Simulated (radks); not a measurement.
Q: Species: Tm2+. Configuration: [Xe] 4f12 6s1 (not the ground configuration). Method: scalar-relativistic Kohn-Sham, r2SCAN, spin-polarised, spherical densities, finite nucleus; open shells are filled with parallel spins first (spin-orbit coupling, left out, can overturn this in heavy ions); meta-GGA in the generalised Kohn-Sham scheme; Fermi nuclear charge, rms radius 5.2256 fm; computed with a radial shooting solver on a logarithmic mesh with Libxc functionals. Some entries of the table are withheld. Estimate them.

| orbital | occ. | eigenvalue (eV) | <1/r> (bohr^-1) |
|---|---|---|---|
| 1s up | 1 | -59383.17 | 79.07 |
| 1s down | 1 | -59383.15 | 79.07 |
| 2s up | 1 | -10062.90 | 18.44 |
| 2s down | 1 | -10062.89 | 18.44 |
| 2p up | 3 | -8884.743 | 16.97 |
| 2p down | 3 | -8884.725 | 16.97 |
| 3s up | 1 | -2290.546 | 6.816 |
| 3s down | 1 | -2289.338 | 6.818 |
| 3p up | 3 | -1932.009 | 6.349 |
| 3p down | 3 | -1930.799 | 6.352 |
| 3d up | 5 | -1488.770 | 6.006 |
| 3d down | 5 | -1487.839 | 6.009 |
| 4s up | 1 | -476.9605 | 2.870 |
| 4s down | 1 | -474.4652 | 2.869 |
| 4p up | 3 | -358.4840 | 2.625 |
| 4p down | 3 | -356.0123 | 2.624 |
| 4d up | 5 | -200.4033 | 2.322 |
| 4d down | 5 | -197.9369 | 2.320 |
| 5s up | 1 | -76.8404 | (1) |
| 5s down | 1 | -75.7723 | (2) |
| 5p up | 3 | (3) | 0.9224 |
| 5p down | 3 | (4) | 0.9165 |
| 4f up | 7 | -27.6446 | 1.755 |
| 4f down | 5 | -25.3784 | 1.741 |
| 6s up | 1 | (5) | 0.4005 |
| 6s down | 0 | (6) | 0.3917 |

A: 
(1) 5s up <1/r> (bohr^-1): 1.097
(2) 5s down <1/r> (bohr^-1): 1.087
(3) 5p up eigenvalue (eV): -48.5739
(4) 5p down eigenvalue (eV): -47.8251
(5) 6s up eigenvalue (eV): -17.7586
(6) 6s down eigenvalue (eV): -15.4563
